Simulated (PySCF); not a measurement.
Compound: CH₈OSi₂.
SMILES: `CO[SiH2][SiH3]`

Torsions of this conformer, `[CH3:1][O:2][SiH2:3][SiH3:4]`: C1–O2–Si3–Si4 180°.

The closed-shell ground state was solved at several levels (PySCF, density fitting, gas phase, non-relativistic). Isolated species at its GFN2-xTB geometry (one conformer only).

| level | basis functions | total energy (Eh) | HOMO (eV) | LUMO (eV) | gap (eV) | dipole (D) |
| --- | --- | --- | --- | --- | --- | --- |
| PBE0/pcSseg-1 | 122 | -696.7170 | -8.11 | -0.19 | 7.92 | 1.36 |
| PBE0/def2-SVPD | 155 | -696.4915 | -8.17 | -0.29 | 7.88 | 1.18 |

(1) Estimate the row for CAM-B3LYP/def2-SVPD, a basis of 155 functions; the other rows only guide the guess.

(2) Over all these levels, which gives the widest orbital gap and which the narrowest?

(3) How far do the dipole and the HOMO energy spread over the levels?

Answers

(1) Total energy -696.8295 Eh, HOMO -9.59 eV, LUMO 0.71 eV, gap 10.30 eV, dipole 1.24 D.

(2) CAM-B3LYP/def2-SVPD (range-separated hybrid) has the widest, 10.30 eV, and PBE0/def2-SVPD (global hybrid, 25 % exact exchange) the narrowest, 7.88 eV. The two share the basis. From the narrowest to the widest the HOMO moves by -1.42 eV and the LUMO by +1.00 eV.

(3) The dipole runs from 1.18 to 1.36 D (mean 1.26 D) and the HOMO from -9.59 to -8.11 eV.
